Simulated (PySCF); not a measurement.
Molfile (atoms numbered from 1):
```
C7H10Cl2
     RDKit          3D

 19 19  0  0  0  0  0  0  0  0999 V2000
    2.9453   -1.6554   -2.4758 Cl  0  0  0  0  0  0  0  0  0  0  0  0
    2.7937   -0.9966   -0.8042 C   0  0  0  0  0  0  0  0  0  0  0  0
    1.7982    0.1020   -0.7233 C   0  0  0  0  0  0  0  0  0  0  0  0
    2.4074    1.6706   -1.1736 Cl  0  0  0  0  0  0  0  0  0  0  0  0
    0.5086   -0.0535   -0.3963 C   0  0  0  0  0  0  0  0  0  0  0  0
   -0.5241    1.0408   -0.3410 C   0  0  0  0  0  0  0  0  0  0  0  0
   -1.7485    0.3752    0.2916 C   0  0  0  0  0  0  0  0  0  0  0  0
   -1.6444   -1.0764   -0.1731 C   0  0  0  0  0  0  0  0  0  0  0  0
   -0.1457   -1.3782   -0.0720 C   0  0  0  0  0  0  0  0  0  0  0  0
    2.5010   -1.8360   -0.1616 H   0  0  0  0  0  0  0  0  0  0  0  0
    3.7928   -0.6502   -0.5111 H   0  0  0  0  0  0  0  0  0  0  0  0
   -0.7446    1.3741   -1.3719 H   0  0  0  0  0  0  0  0  0  0  0  0
   -0.1598    1.9303    0.1952 H   0  0  0  0  0  0  0  0  0  0  0  0
   -2.6960    0.8584    0.0118 H   0  0  0  0  0  0  0  0  0  0  0  0
   -1.6717    0.4197    1.3915 H   0  0  0  0  0  0  0  0  0  0  0  0
   -1.9656   -1.1537   -1.2257 H   0  0  0  0  0  0  0  0  0  0  0  0
   -2.2642   -1.7729    0.4104 H   0  0  0  0  0  0  0  0  0  0  0  0
    0.1855   -2.1865   -0.7412 H   0  0  0  0  0  0  0  0  0  0  0  0
    0.1115   -1.6811    0.9598 H   0  0  0  0  0  0  0  0  0  0  0  0
  1  2  1  0
  2  3  1  0
  3  4  1  0
  3  5  2  3
  5  6  1  0
  6  7  1  0
  7  8  1  0
  8  9  1  0
  9  5  1  0
  2 10  1  0
  2 11  1  0
  6 12  1  0
  6 13  1  0
  7 14  1  0
  7 15  1  0
  8 16  1  0
  8 17  1  0
  9 18  1  0
  9 19  1  0
M  END
```

Geometry: PBE0-D3(BJ)/def2-SVP; GIAO shifts from PySCF 2.14, gas phase, non-relativistic, averaged over equivalent atoms.

At PBE0/pcSseg-1 (217 basis functions, 42 s wall time on 1 thread of an Arm Neoverse V2, shared host):
| atoms | δ (ppm) |
| --- | --- |
| Cl4 | 234.6 |
| Cl1 | 121.5 |
| C5 | 157.2 |
| C3 | 133.3 |
| C2 | 52.7 |
| C6 | 36.7 |
| C9 | 34.1 |
| C8 | 30.5 |
| C7 | 29.0 |
| H10/H11 | 3.99 |
| H18/H19 | 2.41 |
| H12/H13 | 2.40 |
| H16/H17 | 1.70 |
| H14/H15 | 1.64 |

References, each an isolated molecule treated in the same way: 35Cl (σ = 943.27 ppm) against HCl; 13C (σ = 184.41 ppm), 1H (σ = 31.27 ppm) vs TMS.

Question: What do these become at WP04/pcSseg-1?

Answer: 
| atoms | δ at WP04/pcSseg-1 | change |
| --- | --- | --- |
| Cl4 | 228.4 | -6.2 |
| Cl1 | 130.0 | +8.5 |
| C5 | 159.1 | +1.9 |
| C3 | 137.7 | +4.4 |
| C2 | 56.6 | +3.9 |
| C6 | 38.2 | +1.5 |
| C9 | 36.1 | +2.0 |
| C8 | 32.4 | +1.9 |
| C7 | 31.0 | +2.0 |
| H10/H11 | 3.89 | -0.10 |
| H18/H19 | 2.34 | -0.07 |
| H12/H13 | 2.35 | -0.05 |
| H16/H17 | 1.62 | -0.08 |
| H14/H15 | 1.56 | -0.08 |

Chemical shifts δ = σref − σ; 35Cl (σref 900.97) against HCl; 13C (σref 172.44), 1H (σref 31.56) vs TMS, all at this level.

The largest change is at Cl1 (chlorine bonded to C). Cost: 217 basis functions, 41 s wall time on 1 thread of an Arm Neoverse V2, shared host. The order of the carbon signals is the same at both levels.

Carbons that carry Cl, above all several Cl atoms, come out too deshielded, partly because spin–orbit coupling is missing.
